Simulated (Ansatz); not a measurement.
Coupled-cluster diagnostics for the cluster K₃Bi⁺ (the lowest doublet isomer of a short search), Ansatz.

Geometry of the doublet (PBE0-D4/def2-TZVP):

```
atom    x (Å)    y (Å)    z (Å)
  K1  -2.0968  -2.6106   0.1520
  K2  -0.4148   2.6468   2.0144
  K3   2.5271  -0.0401  -2.1693
 Bi4  -0.0154   0.0039   0.0029
```

In the def2 sets Bi takes a core potential; there is no spin–orbit coupling. Correlated methods freeze 19 core orbitals; core or outer-core shells of K, Bi are correlated, in sets that lack core-valence functions. The structure comes from a short search, and lower isomers may exist.

Geometry of the charge 1 quartet (PBE0-D4/def2-TZVP):

```
atom   x (Å)   y (Å)   z (Å)
  K1  -2.628   2.325  -2.717
  K2   2.524  -1.633  -0.287
  K3   0.395  -1.103   4.046
 Bi4  -0.291   0.411  -1.043
```

Problem. Estimate the CCSD(T) correlation energy, the shares of MP2 and (T), T1 and the reference's ⟨S²⟩ for: charge 1, doublet, own geometry in def2-SVP; charge 1, quartet, own geometry in def2-SVP; and the rough time on 4 threads of Arm Neoverse V2 on a shared host.

Solution. 
```json
{"state": "charge 1, doublet, own geometry", "basis": "def2-SVP", "correlation (eV)": "-7.355", "MP2 share (%)": "90.4", "(T) share (%)": "1.9", "T1": "0.009", "⟨S²⟩ (pure)": "0.76 (0.75)", "wall time": "15 s"}
{"state": "charge 1, quartet, own geometry", "basis": "def2-SVP", "correlation (eV)": "-6.730", "MP2 share (%)": "88.9", "(T) share (%)": "1.4", "T1": "0.009", "⟨S²⟩ (pure)": "3.76 (3.75)", "wall time": "16 s"}
```
Customary marks for T1 are 0.02 (closed shells), 0.045 (open shells) and about 0.05 (3d metals). T1 stays under 0.02 throughout.
